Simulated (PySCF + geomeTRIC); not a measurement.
Calculation: M06-2X/def2-TZVP in PySCF + geomeTRIC. fastk is a local helper that only speeds up exchange builds. No frequencies were computed at this level.

```python
import json, numpy as np
from pyscf import gto, dft
from fastk import lowrank_exchange
atoms = """
B      1.231093    -0.133644    -0.047589
Si    -0.690385     0.082192     0.024492
F     -1.419157    -0.576252     1.287117
F     -1.276228     1.568653     0.072102
F     -1.519723    -0.531427    -1.197407
H      1.955543     0.779844     0.014179
H      1.718857    -1.189367    -0.152892
"""
def scf(charge, spin, dm0=None):
    mol = gto.M(atom=atoms, basis='def2-tzvp', ecp={}, charge=charge, spin=spin, verbose=3, max_memory=3780)
    mf = dft.KS(mol, xc='m062x').density_fit(auxbasis="def2-universal-jkfit")
    mf.grids.level = 4
    mf.conv_tol = 1e-8
    mf.max_cycle = 60
    mf.kernel(dm0)
    if not mf.converged:
        mf = mf.newton().run(mf.mo_coeff, mf.mo_occ).undo_soscf()
    return mf
mf = scf(0, 0)
from pyscf.geomopt.geometric_solver import kernel as optimize
path = []
done, mol = optimize(mf, maxsteps=80, assert_convergence=False, callback=lambda env: path.append((env["energy"], bool(env["g_scanner"].converged))))
res = dict(converged=bool(done and path[-1][1]), energy=path[-1][0], path=[e for e, c in path], xyz=mol.atom_coords(unit="Angstrom").tolist(), nao=mol.nao)
json.dump(res, open("result.json", "w"))
```

Output:

```
converged SCF energy = -615.265618570054
Geometry optimization cycle 1
converged SCF energy = -615.26561857007
cycle 1: E = -615.26561857  dE = -615.266  norm(grad) = 0.0801844
Geometry optimization cycle 2
converged SCF energy = -615.272472435953
cycle 2: E = -615.272472436  dE = -0.00685387  norm(grad) = 0.0198249
Geometry optimization cycle 3
converged SCF energy = -615.272831911224
cycle 3: E = -615.272831911  dE = -0.000359475  norm(grad) = 0.00160978
Geometry optimization cycle 4
converged SCF energy = -615.272840741982
cycle 4: E = -615.272840742  dE = -8.83076e-06  norm(grad) = 0.000551787
Geometry optimization cycle 5
converged SCF energy = -615.272844609474
cycle 5: E = -615.272844609  dE = -3.86749e-06  norm(grad) = 0.000554926
Geometry optimization cycle 6
converged SCF energy = -615.272845829205
cycle 6: E = -615.272845829  dE = -1.21973e-06  norm(grad) = 0.00031634
Geometry optimization cycle 7
converged SCF energy = -615.272846216879
cycle 7: E = -615.272846217  dE = -3.87673e-07  norm(grad) = 0.000128478
Geometry optimization cycle 8
converged SCF energy = -615.272846514019
cycle 8: E = -615.272846514  dE = -2.9714e-07  norm(grad) = 0.000294063
<class 'geometric.internal.Distance'> : 6
<class 'geometric.internal.Angle'> : 8
<class 'geometric.internal.OutOfPlane'> : 1
<class 'geometric.internal.Dihedral'> : 6
<class 'geometric.internal.TranslationX'> : 1
<class 'geometric.internal.TranslationY'> : 1
<class 'geometric.internal.TranslationZ'> : 1
<class 'geometric.internal.RotationA'> : 1
<class 'geometric.internal.RotationB'> : 1
<class 'geometric.internal.RotationC'> : 1
Step    0 : Gradient = 3.031e-02/7.156e-02 (rms/max) Energy = -615.2656185701
Step    1 : Displace = 4.304e-02/6.788e-02 (rms/max) Trust = 1.000e-01 (=) Grad = 7.493e-03/1.548e-02 (rms/max) E (change) = -615.2724724360 (-6.854e-03) Quality = 1.173
Step    2 : Displace = 1.412e-02/2.176e-02 (rms/max) Trust = 1.414e-01 (+) Grad = 6.084e-04/8.637e-04 (rms/max) E (change) = -615.2728319112 (-3.595e-04) Quality = 1.009
Step    3 : Displace = 2.665e-03/4.390e-03 (rms/max) Trust = 2.000e-01 (+) Grad = 2.086e-04/3.200e-04 (rms/max) E (change) = -615.2728407420 (-8.831e-06) Quality = 1.314
Step    4 : Displace = 3.980e-03/5.831e-03 (rms/max) Trust = 2.828e-01 (+) Grad = 2.097e-04/3.112e-04 (rms/max) E (change) = -615.2728446095 (-3.867e-06) Quality = 1.179
Step    5 : Displace = 2.362e-03/3.560e-03 (rms/max) Trust = 3.000e-01 (+) Grad = 1.196e-04/1.826e-04 (rms/max) E (change) = -615.2728458292 (-1.220e-06) Quality = 1.061
Step    6 : Displace = 1.213e-03/1.694e-03 (rms/max) Trust = 3.000e-01 (=) Grad = 4.856e-05/6.816e-05 (rms/max) E (change) = -615.2728462169 (-3.877e-07) Quality = 0.804
Step    7 : Displace = 8.983e-04/1.218e-03 (rms/max) Trust = 3.000e-01 (=) Grad = 1.111e-04/1.744e-04 (rms/max) E (change) = -615.2728465140 (-2.971e-07) Quality = 0.611
Converged! =D
```

Cost: very roughly 2.4 core-minutes.
